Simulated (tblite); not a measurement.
Species: C5H11FN2Si.
Cartesian coordinates in Å at the GFN2-xTB level; atoms count from 1:
```
atom  x, y, z in Å
C1    -3.0499    0.7191   -1.4440
N2    -1.7441    0.2150   -1.1627
C3    -1.5646   -0.6456   -0.2689
C4    -0.2029   -1.1499    0.0558
C5     0.3160   -0.5315    1.3697
Si6    1.4337    0.5634    0.2709
C7     3.3389    0.4652    0.4070
F8     3.8070    1.5574    1.1105
N9     0.8477   -0.6398   -0.8164
H10   -3.8373    0.2772   -0.8178
H11   -3.0328    1.7999   -1.2990
H12   -3.2705    0.5283   -2.4950
H13   -2.3806   -1.0639    0.3430
H14   -0.2186   -2.2471    0.0597
H15   -0.4556   -0.0311    1.9449
H16    0.8040   -1.2628    2.0061
H17    1.0400    1.9739    0.2206
H18    3.7011   -0.4189    0.9346
H19    3.8194    0.5055   -0.5719
H20    0.6439   -0.6036   -1.8026
```

Computed with GFN2-xTB (tblite): harmonic, unscaled wavenumbers at the GFN2-xTB geometry, gas phase. The method is semi-empirical: single wavenumbers can be off by several per cent or more. Modes of hydrogen on silicon can be 10 to 20 % off. One conformer, not necessarily the lowest.

Harmonic wavenumbers (cm⁻¹): 28.8, 41.1, 81.4, 101.2, 149.7, 176.6, 202.8, 231.4, 260.5, 366.1, 404.5, 494.7, 546.0, 593.6, 654.3, 666.1, 707.2, 739.7, 767.2, 784.3, 887.1, 917.1, 932.3, 1023.8, 1033.7, 1051.9, 1061.1, 1084.4, 1132.8, 1146.2, 1147.5, 1197.2, 1207.5, 1255.3, 1272.9, 1297.1, 1327.3, 1391.0, 1443.3, 1460.0, 1462.9, 1473.6, 1760.2, 2246.9, 2798.6, 2882.1, 2883.3, 2966.9, 2973.1, 2986.8, 3002.5, 3027.6, 3038.2, 3462.0.

A = 3432, B = 614.9, C = 582.6 MHz; mass 146.068 u (most abundant isotopes); point group C1, symmetry number 1.

Q: Zero-point energy?

A: Half the sum of the wavenumbers: 34116 cm⁻¹ = 97.54 kcal/mol.

Q: Give the ideal-gas entropy at 298.15 K and 1 bar in the rigid-rotor, harmonic-oscillator model (classical rotation).

A: Translation 40.87, rotation 29.95, vibration 35.75: S = 106.6 cal/(mol K).

Q: And Cp and H(298.15 K) − H(0)?

A: Cp = 41.53 cal/(mol K), of which vibrations give 33.58 (their classical limit is 54 R = 107.3); H(298.15 K) − H(0) = 7.63 kcal/mol without the zero-point energy, 5.26 from vibrations.

Q: Blend soft modes into free rotors: weight 1/[1 + (100 cm⁻¹/ν̃)⁴] for the oscillator and the rest for a rotor with moment μB/(μ + B), μ = h/(8π²ν), B = 10⁻⁴⁴ kg m². What vibrational entropy results?

A: 31.65 cal/(mol K) in place of 35.75, which changes −T·S at 298.15 K by +1.22 kcal/mol.

Q: What must be added to the electronic energy to get the Gibbs energy at 298.15 K and 1 bar?

A: ZPE + [H(298.15 K) − H(0)] − T·S = 97.54 + 7.63 − 31.77 = 73.40 kcal/mol.

Hindered rotation and anharmonicity are outside this model. Other conformers, if any are populated, would add a mixing term that is left out. The structure is chiral; the term R ln 2 for an equal mix with its mirror image is left out.
